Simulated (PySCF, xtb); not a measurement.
F₃H₃HfO₂, SMILES [F][Hf]([F])([OH])([F])<-[OH2], multiplicity 1. The values are those of a single conformer.

Harmonic wavenumbers (cm⁻¹) from GFN2-xTB (xtb 6.7.1) at its own minimum, in rising order: 60, 97, 106, 128, 145, 175, 196, 216, 231, 274, 367, 417, 459, 465, 482, 498, 568, 1432, 3427, 3448, 3554.

Task: What does PySCF with PBE-D3(BJ)/def2-SVP give at its own minimum? (The exact figures need the calculation; the answer reports its results.)

Result: 85, 90, 141, 145, 178, 185, 198, 239, 279, 286, 293, 410, 512, 609, 619, 636, 701, 1552, 3668, 3767, 3897. Paired by order, the mean absolute difference is 91 cm⁻¹ and the zero-point energies are 23.9 and 26.4 kcal/mol.
